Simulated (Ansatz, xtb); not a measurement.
C3H6F2Se: 5 structures ranked

5 gas-phase structures of C3H6F2Se, from a drawn sample of its isomers (lower ones may exist). Each was relaxed with GFN2-xTB; where two conformers were screened, the lower at r2SCAN-D4/def2-SVP is listed:

A. `CC[Se]C(F)F`, a singlet
B. `FC(F)CC[SeH]`, a singlet
C. `C[C@H](F)[Se]CF`, a singlet
D. `C[Se]CC(F)F`, a singlet
E. `CC(F)(F)C[SeH]`, a singlet

Q: Estimate their order in r2SCAN-D4/def2-SVP energy at these geometries, lowest first.

A: Calculated order at r2SCAN-D4/def2-SVP: E (0.0), B (6.7), D (7.2), A (11.8), C (18.7) kcal/mol. Less than 1 kcal/mol parts B and D, so the order within that pair means little.

Energies above the lowest of each column, in kcal/mol; the last columns are at PBE-D3(BJ)/def2-SVP geometries (a dash: not run or not comparable):

| structure | GFN2-xTB | HF/STO-3G | r2SCAN-D4/def2-SVP | PBE-D3(BJ)/def2-SVP | CCSD(T)/def2-SVP + ΔMP2/def2-TZVPP |
| --- | --- | --- | --- | --- | --- |
| E | 0.0 | 0.0 | 0.0 | 0.0 | 0.0 |
| B | 3.4 | 5.7 | 6.7 | 4.1 | 4.1 |
| D | 5.4 | 1.0 | 7.2 | 5.7 | 4.5 |
| A | 6.6 | 1.4 | 11.8 | 9.7 | 10.8 |
| C | 8.3 | 8.0 | 18.7 | 16.4 | – |

Every level run on E puts it lowest or level with the lowest. Flexible structures stand in one conformer each, not always the lowest. Frequencies (GFN2-xTB) were run for A, B, D, E alone. The ΔMP2 step shifts differences by up to 3.8 kcal/mol, which makes them less sure. ΔMP2 is the change of the MP2 energy from the smaller to the larger basis.

Over these structures GFN2-xTB departs from r2SCAN-D4/def2-SVP by 3.0 kcal/mol on average once a common shift is removed. A GFN2-xTB relaxation took about 0.058 s and the r2SCAN-D4/def2-SVP energy about 0.7 s on a shared host (Ansatz 0.2.0, xtb 6.7.1).
